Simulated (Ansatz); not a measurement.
Cost and result up the ladder for Ag3H4 (7 atoms). Total charge 0; doublet. Geometry: PBE0-D4/def2-TZVP.

```xyz
7

Ag   -0.7796    2.2714    1.0010
Ag    0.1176   -0.0904   -0.0404
Ag   -2.5620    0.2002    0.4102
H     0.8318    1.4657    0.4846
H    -1.3599   -1.0817   -0.2422
H     1.6349   -1.6642   -0.8845
H     2.1171   -1.1011   -0.7287
```

Ansatz on 4 threads of Arm Neoverse N1 on a shared host. Times are rough, and most runs start from the orbitals of an earlier one. r2SCAN0-D4/def2-TZVP serves as the yardstick here, not as an exact answer. Differences are given only for rows in sets of like size (and for xTB, whose basis is part of the method), since another set adds its own error. Binding counts from free atoms at the same level (Ag doublet, H doublet; other spins of the atoms weren't run), without zero-point energy or a counterpoise term.

In the def2 sets Ag takes a core potential; there is no spin–orbit coupling. Correlated methods freeze no core orbitals; core or outer-core shells of Ag are correlated, in sets that lack core-valence functions. The rows differ in basis, and correlated rows in double-zeta sets carry the largest basis error. In the doublet, H6 and H7 lie 0.76 Å apart (atoms count from 1), so H2 has formed as a molecule. No other spin state of charge 0 was run. Another isomer (doublet) lies 0.03 eV lower at PBE0-D4/def2-TZVP; other spin states weren't run for this one.

Correlated methods converge slowly with the basis, most of all in double-zeta sets.

```tsv
level	functions	wall time
HF/def2-TZVP	144	3.2 s
PBE0-D4/def2-TZVP	144	4.3 s
PBE-D4/def2-TZVP (with forces)	144	6 s
r2SCAN-D4/def2-TZVP	144	12 s
r2SCAN0-D4/def2-TZVP	144	13 s
CCSD(T)/def2-SVP	113	4.7 min
```

Task: Estimate what each level gives for the binding energy per atom (eV).

Result: 
```
                         level  binding energy per atom (eV)  difference from r2SCAN0-D4/def2-TZVP (eV)
                  HF/def2-TZVP                          1.05                                      -0.67
             PBE0-D4/def2-TZVP                          1.67                                      -0.05
PBE-D4/def2-TZVP (with forces)                          1.73                                       0.01
           r2SCAN-D4/def2-TZVP                          1.78                                       0.06
          r2SCAN0-D4/def2-TZVP                          1.72                                       0.00
              CCSD(T)/def2-SVP                          1.69                                          –
```
